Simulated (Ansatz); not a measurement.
`O=CO[SiH2][SiH3]` and `[CH3][GeH2][O]C=O` differ in one atom or group.

Ansatz, PBE0-D4/def2-TZVP geometries, multiplicity 1. Each molecule was computed in one conformer, which needn't be the lowest.

Scalar relativity is left out up to krypton.

```csv
property,`O=CO[SiH2][SiH3]`
size of the dipole moment (ωB97M-V/def2-TZVPP) / D,1.30
HOMO energy (PBE/def2-TZVPP) / eV,-6.93
"ideal-gas entropy at 298 K and 1 bar (rigid rotor, harmonic PBE0-D4/def2-TZVP) / J/(mol·K)",361
HOMO–LUMO gap (B3LYP/def2-TZVPP) / eV,7.26
LUMO energy (ωB97M-V/def2-TZVPP) / eV,1.24
zero-point energy (PBE0-D4/def2-TZVP) / kJ/mol,174.5
```

(1) What does the change do to each property? (An estimate is asked.)

Answers

(1) Ansatz gave: 
```tsv
property	`[CH3][GeH2][O]C=O`	shift
size of the dipole moment (ωB97M-V/def2-TZVPP) / D	1.86	0.56
HOMO energy (PBE/def2-TZVPP) / eV	-6.53	0.40
ideal-gas entropy at 298 K and 1 bar (rigid rotor, harmonic PBE0-D4/def2-TZVP) / J/(mol·K)	352	-9
HOMO–LUMO gap (B3LYP/def2-TZVPP) / eV	7.72	0.46
LUMO energy (ωB97M-V/def2-TZVPP) / eV	2.15	0.91
zero-point energy (PBE0-D4/def2-TZVP) / kJ/mol	201.5	27.0
```

With PBE0 the HOMO rises by 0.10 eV and the LUMO rises by 0.69 eV, so the gap widens by about 0.59 eV. PBE moves the HOMO by 0.40 eV and ωB97M-V by -0.27 eV. Dipoles are sizes alone; their direction can turn.

B3LYP here is the variant with VWN-RPA as its local correlation; programs differ in this.
